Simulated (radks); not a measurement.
Values are calculated unless marked as measured or tabulated.
Q: Ir2+, configuration [Kr] 4d10 4f14 5s1 5p6 5d7 5f1 (not the ground configuration). Level of theory: Dirac Kohn-Sham, exchange-only B88, spin-unpolarised, spherical densities, point nucleus; open shells fill j = l - 1/2 first (a radial shooting solver on a logarithmic mesh with Libxc functionals). Some entries of the table are withheld. Estimate them.

orbital  occ.  eigenvalue (hartree)  r(max) (bohr)
1s1/2       2             -2795.115        0.01081
2s1/2       2             -489.4684        0.06249
2p1/2       2             -468.8853        0.04619
2p3/2       4             -409.0433        0.05335
3s1/2       2             -115.2773         0.1759
3p1/2       2             -106.0656         0.1644
3p3/2       4             -92.96296         0.1790
3d3/2       4             -77.59831         0.1397
3d5/2       6             -74.76712         0.1437
4s1/2       2             -25.41874         0.3976
4p1/2       2                   (1)            (2)
4p3/2       4                   (3)            (4)
4d3/2       4             -12.06934         0.4210
4d5/2       6             -11.49367         0.4305
5s1/2       1              -4.59300         0.8882
4f5/2       6              -3.39469            (5)
5p1/2       2                   (6)         0.9419
4f7/2       8              -3.27947            (7)
5p3/2       4                   (8)          1.021
5d3/2       4                   (9)          1.238
5d5/2       3                  (10)          1.273
5f5/2       1              -0.21721          4.764
5f7/2       0              -0.21693          4.776

A: 
(1) 4p1/2 eigenvalue (hartree): -21.53388
(2) 4p1/2 r(max) (bohr): 0.3964
(3) 4p3/2 eigenvalue (hartree): -18.43330
(4) 4p3/2 r(max) (bohr): 0.4268
(5) 4f5/2 r(max) (bohr): 0.3924
(6) 5p1/2 eigenvalue (hartree): -3.35873
(7) 4f7/2 r(max) (bohr): 0.3971
(8) 5p3/2 eigenvalue (hartree): -2.84119
(9) 5d3/2 eigenvalue (hartree): -1.18242
(10) 5d5/2 eigenvalue (hartree): -1.12686
